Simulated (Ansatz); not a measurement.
Ideal-gas functions of C₂HBrClF₃ (`FC(Cl)C(F)(F)Br`) at 400 K and 1 bar, from an Ansatz frequency run at PBE0-D4/def2-TZVP.

Molar mass 197.38 g/mol, point group C1 (symmetry number 1), electronic degeneracy 1, moments of inertia 248.464, 468.847, 607.072 u Å². Harmonic wavenumbers (cm⁻¹, unscaled): 71, 139, 224, 291, 303, 334, 395, 434, 594, 807, 857, 979, 1116, 1166, 1258, 1293, 1364, 3133.

Use S(trans) = R[1.5 ln M + 2.5 ln T − 1.1517]; rotational temperatures θ = 24.2544 K / I; S(rot) = R[ln(√π/σ · √(T³/θAθBθC)) + 1.5]; for each mode x = 1.438777 ν̃/T, S = R[x/(eˣ − 1) − ln(1 − e⁻ˣ)] and H = RT x/(eˣ − 1); 1 cm⁻¹ = 0.0119627 kJ/mol; R = 8.31446 J/(mol·K).

Task: By hand: the entropy, in J/(mol·K).

Result: Translation 180.9. Rotation: θ = 0.0976, 0.0517, 0.04 K, giving 127.3. Vibration, mode by mode: 19.69, 14.16, 10.33, 8.30, 8.00, 7.27, 6.06, 5.41, 3.42, 1.87, 1.62, 1.14, 0.77, 0.66, 0.50, 0.45, 0.37, 0.00, in all 90.0. Electronic 0.0. Sum 398.2 J/(mol·K).

Task: By hand: H − E and G − E in kJ/mol, counted from the electronic energy.

Result: Zero-point energy ½ × 14758 × 0.0119627 = 88.3; thermal vibration 19.2; translation, rotation and pV give 4 RT = 13.3. H − E = 120.8 kJ/mol, and G − E = 120.8 − 400 × 398.2/1000 = -38.5 kJ/mol.

Vibration gives 23 % of the entropy, 33.9 J/(mol·K) of it from the modes under 150 cm⁻¹: soft modes count most, and the harmonic formula is weakest for them. The sum counts one conformer and one mirror image; others add a mixing term.
